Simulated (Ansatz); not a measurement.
`N[BH][GeH]([OH])[F]`, relaxed with RKS PBE-D4/def2-SVP in Ansatz from a rough embedded geometry. The force threshold is 0.03 eV/Å; the program also tests the step.

Charge 0, multiplicity 1.

Start:

```xyz
10

N    -1.223   -0.858    1.314
B     0.147   -0.713    0.812
Ge    0.632    0.769   -0.451
O     1.305    0.057   -2.057
F    -0.745    1.762   -0.800
H    -1.511    0.098    1.784
H    -1.879   -0.898    0.468
H     0.977   -1.491    1.114
H     1.808    1.668    0.185
H     0.490   -0.393   -2.368
```

```
step  energy (eV)  largest force (eV/Å)  largest move (Å)
   1  -63501.8752                 2.287             0.000
   2  -63502.1905                 1.415             0.196
   3  -63502.2708                 0.552             0.091
   4  -63502.2907                 0.316             0.066
   5  -63502.3149                 0.190             0.102
   6  -63502.4349                 1.090             0.195
   7  -63502.6936                 1.668             0.194
   8  -63503.0068                 1.661             0.196
   9  -63503.3840                 1.214             0.200
  10  -63503.6295                 1.152             0.200
  11  -63503.7400                 2.406             0.195
  12  -63503.8351                 0.551             0.200
  13  -63503.8647                 0.826             0.192
  14  -63503.9053                 0.421             0.169
  15  -63503.9167                 0.160             0.057
  16  -63503.9174                 0.296             0.030
  17  -63503.9189                 0.055             0.014
  18  -63503.9191                 0.027             0.029
```

End:

```xyz
10

N    -1.198   -0.557    1.181
B     0.155   -0.658    0.881
Ge    0.733    0.759   -0.519
O     1.252    0.149   -2.128
F    -0.850    1.574   -0.764
H    -1.693   -1.158    1.844
H    -1.778    0.160    0.730
H     0.859   -1.502    1.397
H     1.754    1.892   -0.249
H     0.767   -0.660   -2.374
```

It took 26 s on 4 threads of an Arm Neoverse V1 on a shared host, with 0.19 GiB of host memory at the peak.
